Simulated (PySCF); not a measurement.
# One molecule, several mistakes: BCGeH6Si cation

All numbers below are calculated, not measured. The program is PySCF 2.14.0, an open-source quantum chemistry code, run on an isolated molecule that a program drew, which may never have been made. The molecule is BCGeH6Si cation (charge +1, singlet), drawn as the SMILES string `[BH2][GeH]=[CH][SiH2+]`.

Each row is a Hartree-Fock (HF) and frozen-core CCSD(T) single point in the cc-pV(D+d)Z basis, meant for a local HF minimum. Run 1 is clean. Each other run has one planted mistake out of seven kinds, and not every kind appears here: one electron removed, one electron added, multiplicity raised by two, geometry at a saddle point, minimal basis STO-3G, one bond length entered in bohr, all coordinates scaled. The reference is restricted for singlets and unrestricted otherwise, and also for a bond in bohr. Adding or removing an electron swaps singlet and doublet. Electrons count all cores. HOMO and LUMO are orbital energies over both spins, the gradient is its largest component, and the lowest frequency (negative if imaginary) is given only where the gradient is small. Bond lengths are over the 9 bonds as drawn. T1 is the CCSD diagnostic: over 0.02 (restricted) or 0.045 (unrestricted) a single reference is doubtful. Germanium has the cc-pVDZ-PP basis, with a core potential (ECP10MDF) in place of its 10 inner electrons, and its 3s, 3p and 3d shells are frozen in CCSD(T).

Geometry of the clean run:
```xyz
10
BCGeH6Si cation, angstrom
B    -1.9050    3.1407   -0.5299
Ge   -1.3006    2.1608    1.2087
C    -0.1072    0.7715    1.3313
Si    0.7134    0.0509   -0.0070
H    -1.2919    4.0967   -0.8846
H    -2.8595    2.7303   -1.1096
H    -1.8952    2.6251    2.5293
H     0.0822    0.3895    2.3305
H     1.6583   -1.0563    0.1342
H     0.4808    0.5424   -1.3687
```

```
run,electrons,basis functions,<S^2>,HOMO (eV),LUMO (eV),gradient (hartree/bohr),lowest frequency (cm^-1),mean bond (Å),longest bond (Å),T1,HF (hartree),CCSD(T) (hartree),mistake
1,62,104,0.000,-14.39,-4.44,6.2e-06,102,1.5071,2.085,0.0138,-648.04123,-648.49138,no fault
2,62,104,0.753,-13.88,-4.74,2.3e-02,-,1.6145,2.085,0.0588,-647.90705,-648.35612,one bond length entered in bohr
3,62,104,2.018,-11.09,-5.99,5.5e-02,-,1.5071,2.085,0.0118,-647.95396,-648.37869,multiplicity raised by two
4,61,104,0.756,-21.28,-11.82,5.4e-02,-,1.5071,2.085,0.0132,-647.56959,-647.96841,one electron removed
5,62,104,0.000,-14.81,-4.38,2.9e-02,-,1.4543,2.012,0.0129,-648.02868,-648.47296,?
6,62,104,0.000,-14.37,-5.09,3.2e-05,-156,1.5100,2.113,0.0140,-648.04039,-648.49056,?
```

**Which mistake was planted in run 5, and what did it cost?**

The mean and the longest bond both change by the same factor, 0.965, and the gradient is no longer small. So the mistake is: all coordinates scaled. Subtracting run 1 and multiplying by 627.51 kcal/mol a hartree, the energy moved by 7.9 kcal/mol in HF and 11.6 kcal/mol in CCSD(T).

**Which mistake was planted in run 6, and what did it cost?**

The gradient is small, so the point is stationary, but the lowest frequency is imaginary (-156 cm^-1). So the mistake is: geometry at a saddle point. Subtracting run 1 and multiplying by 627.51 kcal/mol a hartree, the energy moved by 0.5 kcal/mol in HF and 0.5 kcal/mol in CCSD(T).

Cautions from the logs. Run 2: T1 is over the limit, so its CCSD(T) energy is less reliable.
